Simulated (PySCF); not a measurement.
**Identify the compound**

An unknown has the formula C$_{4}$F$_{8}$. Its calculated NMR data are:

$^{13}$C{$^{1}$H} NMR (computed): δ 115.8 (C, m, 4C).

Calculated, not measured (PySCF 2.14): B3LYP/pcJ-1 coupling constants, structure optimised with PBE0-D3(BJ)/def2-SVP, shieldings: GIAO PBE0/pcSseg-1. One conformer, no relativistic terms, one averaged value for each set of equivalent atoms, no solvent model.

Scale: $^{13}$C (σ = 184.41 ppm) vs TMS (reference shieldings calculated alike).

**Question.** Propose a structure and justify it.

**Answer.** 
Rings plus π bonds: 1 (1 ring in the answer). 1 carbon signal for 4 carbons: some carbons are equivalent by symmetry or fast rotation. Carbon types of the structure: 4 × C. δC 115.8: fully substituted sp3 carbon bonded to 2 F; 2 electronegative neighbours deshield it.

These data were computed for octafluorocyclobutane (FC1(F)C(F)(F)C(F)(F)C1(F)F).

The data come from this structure; uniqueness wasn't tested.

Common functionals overestimate the size of one-bond C–F couplings by tens of Hz; these are unscaled. Shifts are as computed. Against solution values, carbons near 30 ppm lie about +2 ppm off and those near 130 ppm about +5 ppm (rms about the fit 1.9 ppm; single classes can miss by 10 ppm). Of 1328 compounds with measured shifts, 309 miss one by over three times the rms of a fit or turn the order of signals round; such compounds aren't used in these exercises. Signals without a measured value on file couldn't be tested in this way; 1H shifts scatter by 0.2 ppm about their fit, and single ones miss by 0.5 ppm.
